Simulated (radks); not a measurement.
The numbers below are computed, except where a source is named.
Neutral praseodymium inside a hard spherical wall (all orbitals vanish at R), configuration held at [Xe] 4f3 6s2 and not refilled when levels cross. Level of theory: scalar-relativistic Kohn-Sham, PBE, spin-polarised, spherical densities, finite nucleus; open shells are filled with parallel spins first (spin-orbit coupling, left out, can overturn this in heavy ions); Fermi nuclear charge, rms radius 4.8919 fm (a radial shooting solver on a logarithmic mesh with Libxc functionals). Eigenvalues in eV for spin up, with the zero of energy where the potential of the charges vanishes at infinity; a dash marks a level that is unbound or too diffuse for the functional's potential to be trusted. A positive occupied level is held by the wall or, in an anion where self-interaction has pushed it up, behind a barrier. The pressure on the wall is -dE/dV.

| R (bohr) | E (hartree) | kinetic (hartree) | e(5s) | e(5p) | e(6s) | e(5d, empty) | e(4f) | e(6p, empty) | pressure (GPa) |
|---|---|---|---|---|---|---|---|---|---|
| free | -9236.9123 | 9809.355 | -39.527 | -21.866 | -3.520 | -2.166 | -1.846 | -1.270 | 0 |
| 20 | -9236.9123 | 9809.355 | -39.527 | -21.866 | -3.520 | -2.166 | -1.846 | -1.269 | < 0.0001 |
| 15 | -9236.9122 | 9809.356 | -39.522 | -21.861 | -3.516 | -2.161 | -1.841 | -1.250 | 0.000417 |
| 8 | -9236.8856 | 9809.517 | -38.629 | -20.986 | -2.701 | -1.374 | -0.958 | 0.270 | 0.853 |
| 5 | -9236.5110 | 9810.991 | -34.805 | -17.363 | 3.924 | 2.777 | 3.053 | 10.169 | 37.5 |
| 4 | -9235.7213 | 9813.974 | -30.624 | -13.330 | 15.020 | 8.334 | 7.909 | 24.889 | 209 |
| 2.5 | -9226.3748 | 9845.901 | -3.690 | 17.015 | 106.36 | 50.153 | 38.669 | 129.78 | 6950 |
| 2 | -9209.5832 | 9897.176 | 34.521 | 61.941 | 229.91 | 107.89 | 71.705 | 262.71 | 33200 |
| 1.5 | -9149.5771 | 10070.479 | 165.00 | 209.12 | 574.63 | 276.96 | 152.22 | 620.75 | 238000 |
